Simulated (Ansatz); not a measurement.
SinHm (charge +1): gap (eV) at several levels, gas phase, relaxed structures; Ansatz. Clusters are the lowest isomers that short searches found in that spin, judged at the geometry's level. HOMO and LUMO are taken over both spins. The structures are stationary points that may keep the symmetry of their start. Remarks come from the PBE and PBE0 runs and from stability tests at other levels; not every state was tested.

| species | state | geometry | PBE-D4/def2-SVP | PBE-D4/def2-TZVP | r2SCAN-D4/def2-TZVP | B3LYP-D4/6-31G | PBE0-D4/def2-SVP | PBE0-D4/def2-TZVP | remarks |
| --- | --- | --- | --- | --- | --- | --- | --- | --- | --- |
| Si5H3⁺ | singlet | PBE-D4/def2-SVP | 1.61 | 1.58 | 1.75 | 2.87 | 3.12 | 3.10 | restricted SCF unstable in HF |
| Si6H3⁺ | singlet | PBE0-D4/def2-SVP | 2.33 | 2.33 | 2.51 | 3.55 | 3.80 | 3.83 | – |

Question: Estimate the rows for Si8H8⁺ (doublet, PBE-D4/def2-SVP geometry).

Answer: 
| species | state | geometry | PBE-D4/def2-SVP | PBE-D4/def2-TZVP | r2SCAN-D4/def2-TZVP | B3LYP-D4/6-31G | PBE0-D4/def2-SVP | PBE0-D4/def2-TZVP |
| --- | --- | --- | --- | --- | --- | --- | --- | --- |
| Si8H8⁺ | doublet | PBE-D4/def2-SVP | 0.85 | 0.85 | 1.32 | 2.06 | 2.50 | 2.50 |

Over the 3 species that have every level, the mean is 1.59 at PBE-D4/def2-SVP, 1.59 at PBE-D4/def2-TZVP, 1.86 at r2SCAN-D4/def2-TZVP, 2.82 at B3LYP-D4/6-31G, 3.14 at PBE0-D4/def2-SVP, 3.15 at PBE0-D4/def2-TZVP. Orbital gaps grow with the share of exact exchange and aren't one observable across functionals.
